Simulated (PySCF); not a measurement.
PySCF 2.14 output of an unrestricted TPSS calculation on a single atom or ion in def2-SVP with the def2 core potential (60 electrons), with scalar relativity through the core potential:

```
SCF conv_tol = 1e-09
number electrons alpha = 10  beta = 8
    J. Tao, J. P. Perdew, V. N. Staroverov, and G. E. Scuseria.,  Phys. Rev. Lett. 91, 146401 (2003)
    J. P. Perdew, J. Tao, V. N. Staroverov, and G. E. Scuseria.,  J. Chem. Phys. 120, 6898 (2004)
    J. Tao, J. P. Perdew, V. N. Staroverov, and G. E. Scuseria.,  Phys. Rev. Lett. 91, 146401 (2003)
    J. P. Perdew, J. Tao, V. N. Staroverov, and G. E. Scuseria.,  J. Chem. Phys. 120, 6898 (2004)
cycle= 1 E= -119.21809190475  delta_E= 0.00262  |g|= 0.149  |ddm|= 1.04
cycle= 2 E= -119.199085043154  delta_E= 0.019  |g|= 0.242  |ddm|= 0.944
cycle= 3 E= -119.232963460134  delta_E= -0.0339  |g|= 0.0385  |ddm|= 0.389
cycle= 4 E= -119.233697337413  delta_E= -0.000734  |g|= 0.0151  |ddm|= 0.0436
cycle= 5 E= -119.233832318926  delta_E= -0.000135  |g|= 0.0044  |ddm|= 0.0387
cycle= 6 E= -119.233843993224  delta_E= -1.17e-05  |g|= 0.00183  |ddm|= 0.014
cycle= 7 E= -119.233846788804  delta_E= -2.8e-06  |g|= 0.000146  |ddm|= 0.0131
cycle= 8 E= -119.233846809018  delta_E= -2.02e-08  |g|= 3.82e-06  |ddm|= 0.00136
cycle= 9 E= -119.233846809029  delta_E= -1.07e-11  |g|= 3.2e-07  |ddm|= 2.32e-05
converged SCF energy = -119.233846809029  <S^2> = 2.0009414  2S+1 = 3.0006275
```

The run itself started from symmetry-adapted Hartree-Fock orbitals and held the occupation by maximum overlap, on a logarithmic radial grid, so the iterations belong to that start.

Question: Which element, charge and spin multiplicity is this?

Answer: Pt (platinum, neutral), multiplicity 3; the state was [Xe] 4f14 5d9 6s1, high-spin 3D determinant.

Energies and moments cover only the electrons outside the core potential. Spin-orbit coupling, absent here, splits the open shell strongly.
